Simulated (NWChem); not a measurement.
All runs are NWChem calculations. System: C₃H₇O₂, charge 0, spin multiplicity 2, displaced from the optimised geometry. The structure started from a generated list of species. Its SCF solution wasn't tested for a lower state. Level: UPBE0/def2-SVP.

The NWChem input:

```
start mol
memory heap 200 mb stack 900 mb global 1100 mb
geometry units angstroms nocenter noautoz noautosym
  C      1.434191    -0.816337     0.530875
  C      0.555807     0.115149    -0.289556
  O      0.739891     1.470353     0.034309
  C     -0.839288    -0.301109    -0.739875
  O     -1.777297    -0.507590     0.358367
  H      1.067399    -0.915644     1.596857
  H      1.443420    -1.847550     0.086773
  H      2.488761    -0.431130     0.574755
  H      0.185850     2.021933    -0.568645
  H     -0.792449    -1.281928    -1.285389
  H     -1.243278     0.463788    -1.475662
  H     -1.754713     0.302211     0.921231
end
basis spherical
  * library def2-svp
end
dft
  xc pbe0
  odft
  mult 2
  semidirect memsize 60000000 filesize 0
  iterations 100
  grid medium
end
task dft gradient
```

Part of the output:

```
             Northwest Computational Chemistry Package (NWChem) 7.3.0
             --------------------------------------------------------

                                NWChem Input Module
                                -------------------

 Scaling coordinates for geometry "geometry" by  1.889725989
 (inverse scale =  0.529177249)

                             Geometry "geometry" -> ""
                             -------------------------

 Output coordinates in angstroms (scale by  1.889725989 to convert to a.u.)

  No.       Tag          Charge          X              Y              Z
 ---- ---------------- ---------- -------------- -------------- --------------
    1 C                    6.0000     1.43419100    -0.81633700     0.53087500
    2 C                    6.0000     0.55580700     0.11514900    -0.28955600
    3 O                    8.0000     0.73989100     1.47035300     0.03430900
    4 C                    6.0000    -0.83928800    -0.30110900    -0.73987500
    5 O                    8.0000    -1.77729700    -0.50759000     0.35836700
    6 H                    1.0000     1.06739900    -0.91564400     1.59685700
    7 H                    1.0000     1.44342000    -1.84755000     0.08677300
    8 H                    1.0000     2.48876100    -0.43113000     0.57475500
    9 H                    1.0000     0.18585000     2.02193300    -0.56864500
   10 H                    1.0000    -0.79244900    -1.28192800    -1.28538900
   11 H                    1.0000    -1.24327800     0.46378800    -1.47566200
   12 H                    1.0000    -1.75471300     0.30221100     0.92123100

 Effective nuclear repulsion energy (a.u.)     180.5889430586

            Nuclear Dipole moment (a.u.)
            ----------------------------
        X                 Y               Z
 ---------------- ---------------- ----------------
     0.0000037795     0.0000037795    -0.0000151178


 Summary of "ao basis" -> "" (spherical)
 ------------------------------------------------------------------------------
       Tag                 Description            Shells   Functions and Types
 ---------------- ------------------------------  ------  ---------------------
 *                          def2-svp                  on all atoms

                                 NWChem DFT Module
                                 -----------------

 Summary of "ao basis" -> "ao basis" (spherical)
 ------------------------------------------------------------------------------
       Tag                 Description            Shells   Functions and Types
 ---------------- ------------------------------  ------  ---------------------
 C                          def2-svp                 6       14   3s2p1d
 O                          def2-svp                 6       14   3s2p1d
 H                          def2-svp                 3        5   2s1p

 Summary of "ao basis" -> "ao basis" (spherical)
 ------------------------------------------------------------------------------
       Tag                 Description            Shells   Functions and Types
 ---------------- ------------------------------  ------  ---------------------
 C                          def2-svp                 6       14   3s2p1d
 O                          def2-svp                 6       14   3s2p1d
 H                          def2-svp                 3        5   2s1p

            General Information
            -------------------
          SCF calculation type: DFT
          Wavefunction type:  spin polarized.
          No. of atoms     :    12
          No. of electrons :    41
           Alpha electrons :    21
            Beta electrons :    20
          Charge           :     0
          Spin multiplicity:     2
          Use of symmetry is: off; symmetry adaption is: off
          Maximum number of iterations: 100
          AO basis - number of functions:   105
                     number of shells:    51
          Convergence on energy requested:  1.00D-06
          Convergence on density requested:  1.00D-05
          Convergence on gradient requested:  5.00D-04

              XC Information
              --------------
                         PBE0 Method XC Functional
                     Hartree-Fock (Exact) Exchange  0.250
          PerdewBurkeErnzerhof Exchange Functional  0.750
            Perdew 1991 LDA Correlation Functional  1.000 local
           PerdewBurkeErnz. Correlation Functional  1.000 non-local

             Grid Information
             ----------------
          Grid used for XC integration:  medium
          Radial quadrature: Mura-Knowles
          Angular quadrature: Lebedev.
          Tag              B.-S. Rad. Rad. Pts. Rad. Cut. Ang. Pts.
          ---              ---------- --------- --------- ---------
          C                   0.70       49          10.0       434
          O                   0.60       49          11.0       434
          H                   0.35       45          11.0       434
          Grid pruning is: on
          Number of quadrature shells:   560
          Spatial weights used:  Erf1

          Convergence Information
          -----------------------
          Convergence aids based upon iterative change in
          total energy or number of iterations.
          Levelshifting, if invoked, occurs when the
          HOMO/LUMO gap drops below (HL_TOL):  1.00D-02
          DIIS, if invoked, will attempt to extrapolate
          using up to (NFOCK): 10 stored Fock matrices.

                    Damping( 0%)  Levelshifting(0.5)       DIIS
                  --------------- ------------------- ---------------
[...]
              MO Center=  4.6D-01,  9.6D-02, -2.6D-01, r^2= 2.4D+00
   Bfn.  Coefficient  Atom+Function         Bfn.  Coefficient  Atom+Function
  ----- ------------  ---------------      ----- ------------  ---------------
    20      0.421086   2 C  pz               23      0.394320   2 C  pz
    72     -0.318756   6 H  s                17     -0.279990   2 C  s
    18     -0.244496   2 C  px               59     -0.236224   5 O  s
    21     -0.225675   2 C  px               34     -0.208256   3 O  pz
    37     -0.201376   3 O  pz               51      0.182860   4 C  pz

 Vector   22  Occ=0.000000D+00  E= 4.363172D-02
              MO Center= -3.6D-01,  1.1D+00, -4.5D-01, r^2= 5.4D+00
   Bfn.  Coefficient  Atom+Function         Bfn.  Coefficient  Atom+Function
  ----- ------------  ---------------      ----- ------------  ---------------
    87     -0.903534   9 H  s                45      0.858630   4 C  s
     3      0.732339   1 C  s                97     -0.667139  11 H  s
   102     -0.509282  12 H  s                31      0.498660   3 O  s
    77     -0.411900   7 H  s                92     -0.404219  10 H  s
    51     -0.316585   4 C  pz               72     -0.314417   6 H  s

 Vector   23  Occ=0.000000D+00  E= 8.679284D-02
              MO Center= -8.6D-01,  4.4D-01,  5.9D-01, r^2= 5.4D+00
   Bfn.  Coefficient  Atom+Function         Bfn.  Coefficient  Atom+Function
  ----- ------------  ---------------      ----- ------------  ---------------
   102      1.009925  12 H  s                72      0.743310   6 H  s
    59     -0.720925   5 O  s                 3     -0.631691   1 C  s
    87     -0.559033   9 H  s                97     -0.410969  11 H  s
     9     -0.378335   1 C  pz               45      0.346828   4 C  s
    49     -0.309231   4 C  px               82      0.287020   8 H  s

   alpha - beta orbital overlaps
   -----------------------------

   alpha      1      2      3      4      5      6      7      8      9     10
    beta      1      2      3      4      5      6      7      8      9     10
 overlap   1.000  1.000  1.000  1.000  1.000  0.999  1.000  0.996  0.999  0.996

   alpha     11     12     13     14     15     16     17     18     19     20
    beta     11     12     13     14     15     16     17     18     19     20
 overlap   0.995  0.996  0.895  0.877  0.991  0.982  0.978  0.936  0.953  0.995

   alpha     21     22     23     24     25     26     27     28     29     30
    beta     21     22     23     24     25     26     27     28     29     30
 overlap   0.974  0.997  0.997  0.998  0.999  0.996  0.820  0.823  0.946  0.951

   alpha     31     32     33     34     35     36     37     38     39     40
    beta     31     32     33     34     35     36     37     38     39     40
 overlap   0.993  0.997  0.990  0.892  0.879  0.965  0.972  0.975  0.969  0.955

   alpha     41     42     43     44     45     46     47     48     49     50
    beta     41     42     43     44     45     46     47     49     48     50
 overlap   0.854  0.980  0.979  0.918  0.996  0.980  0.975  0.837  0.842  0.999

   alpha     51     52     53     54     55     56     57     58     59     60
    beta     51     52     53     54     55     56     57     58     59     60
 overlap   1.000  0.991  0.997  0.993  0.999  0.999  0.998  0.997  1.000  0.998

   alpha     61     62     63     64     65     66     67     68     69     70
    beta     61     62     63     64     65     66     67     68     69     70
 overlap   0.999  0.998  0.999  0.999  0.993  0.992  0.997  0.985  0.987  0.974

   alpha     71     72     73     74     75     76     77     78     79     80
    beta     71     72     73     74     75     76     77     78     79     80
 overlap   0.956  0.938  0.935  0.995  0.982  0.904  0.902  0.988  0.998  0.988

   alpha     81     82     83     84     85     86     87     88     89     90
    beta     81     82     83     84     85     86     87     88     89     90
 overlap   0.996  0.992  0.998  0.992  0.991  0.998  0.999  0.999  0.997  0.997

   alpha     91     92     93     94     95     96     97     98     99    100
    beta     91     92     93     94     95     96     97     98     99    100
 overlap   0.999  0.999  0.998  0.999  0.997  0.995  0.994  0.986  0.990  0.999

   alpha    101    102    103    104    105
    beta    101    102    103    104    105
 overlap   0.999  1.000  1.000  1.000  1.000

     --------------------------
     Expectation value of S2:
     --------------------------
      <S2> =      0.7544 (Exact =     0.7500)

 center of mass
 --------------
 x =  -0.03471982 y =   0.04205824 z =   0.00369891

 moments of inertia (a.u.)
 ------------------
         283.709187316357         -61.227024601567         -33.224001936185
         -61.227024601567         471.017432749240          24.373411396103
         -33.224001936185          24.373411396103         604.876640211420

     Multipole analysis of the density
     ---------------------------------

     L   x y z        total         alpha         beta         nuclear
     -   - - -        -----         -----         ----         -------
     0   0 0 0      0.000000    -21.000000    -20.000000     41.000000

     1   1 0 0     -0.033590     -0.557477      0.523884      0.000004
     1   0 1 0      0.486426      0.084204      0.402219      0.000004
     1   0 0 1     -0.308565      0.133346     -0.441896     -0.000015

     2   2 0 0    -25.737181   -126.579777   -123.331577    224.174172
     2   1 1 0     -3.911130    -13.627475    -13.008198     22.724543
     2   1 0 1      0.260596    -11.488005    -12.632381     24.380981
     2   0 2 0    -21.456882    -73.231094    -71.264587    123.038799
     2   0 1 1     -0.472691      7.630830      7.228798    -15.332319
     2   0 0 2    -21.961693    -38.054757    -35.348118     51.441181

            General Information
            -------------------
          SCF calculation type: DFT
          Wavefunction type:  spin polarized.
          No. of atoms     :    12
          No. of electrons :    41
           Alpha electrons :    21
            Beta electrons :    20
          Charge           :     0
          Spin multiplicity:     2
          Use of symmetry is: off; symmetry adaption is: off
          Maximum number of iterations: 100
          AO basis - number of functions:   105
                     number of shells:    51
          Convergence on energy requested:  1.00D-06
          Convergence on density requested:  1.00D-05
          Convergence on gradient requested:  5.00D-04

              XC Information
              --------------
                         PBE0 Method XC Functional
                     Hartree-Fock (Exact) Exchange  0.250
          PerdewBurkeErnzerhof Exchange Functional  0.750
            Perdew 1991 LDA Correlation Functional  1.000 local
           PerdewBurkeErnz. Correlation Functional  1.000 non-local

             Grid Information
             ----------------
          Grid used for XC integration:  medium
          Radial quadrature: Mura-Knowles
          Angular quadrature: Lebedev.
          Tag              B.-S. Rad. Rad. Pts. Rad. Cut. Ang. Pts.
          ---              ---------- --------- --------- ---------
          C                   0.70       49          10.0       434
          O                   0.60       49          11.0       434
          H                   0.35       45          11.0       434
          Grid pruning is: on
          Number of quadrature shells:   560
          Spatial weights used:  Erf1

          Convergence Information
          -----------------------
          Convergence aids based upon iterative change in
          total energy or number of iterations.
          Levelshifting, if invoked, occurs when the
          HOMO/LUMO gap drops below (HL_TOL):  1.00D-02
          DIIS, if invoked, will attempt to extrapolate
          using up to (NFOCK): 10 stored Fock matrices.

                    Damping( 0%)  Levelshifting(0.5)       DIIS
                  --------------- ------------------- ---------------
          dE  on:    start            ASAP                start
          dE off:    2 iters        100 iters           100 iters

      Screening Tolerance Information
      -------------------------------
          Density screening/tol_rho:  1.00D-10
          AO Gaussian exp screening on grid/accAOfunc:  14
          CD Gaussian exp screening on grid/accCDfunc:  20
          XC Gaussian exp screening on grid/accXCfunc:  20
          Schwarz screening/accCoul:  1.00D-08

                            NWChem DFT Gradient Module
                            --------------------------

  charge          =   0.00
  wavefunction    = open shell

                         DFT ENERGY GRADIENTS

    atom               coordinates                        gradient
                 x          y          z           x          y          z
   1 C       2.710228  -1.542653   1.003208    0.003562  -0.004153   0.001498
   2 C       1.050323   0.217600  -0.547181    0.004602  -0.007184  -0.009325
   3 O       1.398191   2.778564   0.064835    0.014110   0.015089   0.016378
   4 C      -1.586024  -0.569014  -1.398161    0.000623  -0.001454  -0.009160
   5 O      -3.358604  -0.959206   0.677215   -0.016126  -0.018737   0.006926
   6 H       2.017092  -1.730316   3.017622   -0.004157  -0.001712   0.014071
   7 H       2.727668  -3.491363   0.163977    0.000589  -0.013695  -0.004999
   8 H       4.703076  -0.814718   1.086129    0.013903   0.004401   0.001194
   9 H       0.351206   3.820899  -1.074583   -0.011189   0.014003  -0.011884
  10 H      -1.497511  -2.422493  -2.429033    0.000556  -0.012456  -0.008103
  11 H      -2.349455   0.876432  -2.788597   -0.005178   0.009446  -0.010112
  12 H      -3.315927   0.571096   1.740874   -0.001294   0.016452   0.013516

                 ----------------------------------------
                 |  Time  |  1-e(secs)   |  2-e(secs)   |
                 ----------------------------------------
                 |  CPU   |       0.01   |       1.96   |
                 ----------------------------------------
                 |  WALL  |       0.01   |       1.96   |
                 ----------------------------------------

 Task  times  cpu:       17.8s     wall:       17.8s

 Total times  cpu:       17.8s     wall:       17.8s
```
